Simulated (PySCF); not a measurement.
# Spinor energies of Nb (niobium, neutral)

Start: [Kr] 4d4 5s1; 4d5/2 filled at m_j = -1/2, +1/2, +3/2, +5/2; 5s1/2 filled at m_j = +1/2. Calculated with PySCF 2.14 in x2c-TZVPall-2c with one added diffuse shell each of s, p, d type (9s10p8d1f, 86 functions): generalised Hartree-Fock with the X2C-1e Hamiltonian and a Gaussian nucleus; one run each with spin-orbit coupling (SO) switched off, then screened by Boettger's factors. This is a chosen level, not necessarily the ground level.

| spinor shell | electrons | ε, spin-free (eV) | ε, screened SO (eV) | weight of nominal j (screened SO) | rms radius, screened SO (bohr) |
| --- | --- | --- | --- | --- | --- |
| 1s1/2 | 2 | -19087.0 | -19086.1 | 1.000 | 0.0415 |
| 2s1/2 | 2 | -2743.1 | -2742.9 | 1.000 | 0.171 |
| 2p1/2 | 2 | -2443.0 | -2509.0 | 1.000 | 0.149 |
| 2p3/2 | 4 | -2443.0 | -2411.9 | 1.000 | 0.154 |
| 3s1/2 | 2 | -489.14 | -489.11 | 1.000 | 0.471 |
| 3p1/2 | 2 | -388.24 | -399.42 | 1.000 | 0.471 |
| 3p3/2 | 4 | -388.24 | -383.00 | 1.000 | 0.482 |
| 3d3/2 | 4 | -223.28 | -225.07 | 0.983 | 0.471 |
| 3d5/2 | 6 | -223.28 | -222.08 | 0.988 | 0.475 |
| 4s1/2 | 2 | -72.173 | -72.184 | 1.000 | 1.24 |
| 4p1/2 | 2 | -42.967 | -45.981 | 0.688 | 1.41 |
| 4d5/2 | 4 | -7.882 | -7.873 | 0.681 | 2.35 |
| 5s1/2 | 1 | -6.245 | -6.250 | 0.998 | 4.10 |

Question: Where does 4p3/2 lie, and what is the 4p spin-orbit splitting (screened SO)?

Answer: At -41.532 eV, 4.448 eV above 4p1/2.

```json
{"quantity": "E (hartree)", "spin-free": "-3817.02810", "screened SO": "-3817.43311"}
{"quantity": "M_J", "spin-free": "9/2", "screened SO": "9/2"}
{"quantity": "⟨J²⟩", "spin-free": "24.760", "screened SO": "24.761"}
{"quantity": "⟨L²⟩", "spin-free": "6.006", "screened SO": "6.028"}
{"quantity": "⟨S²⟩", "spin-free": "8.754", "screened SO": "8.751"}
```

Each row is a mean over spinors that exchange with the open shell spreads, by up to 6.794 eV (4p3/2).

Rows whose weight is well below 1 are mixtures of j = l ± 1/2: exchange outweighs spin-orbit coupling there, and the label is only the starting occupation.

Breit and QED terms are absent; they matter most for the inner s and p1/2 levels.

Densities and radii are taken from the X2C orbitals without a picture-change correction, which distorts them close to the nucleus.

Without spin-orbit coupling the j labels of p, d and f shells carry no meaning; the spin-free column gives the mean over the occupied spinors of each nl shell.
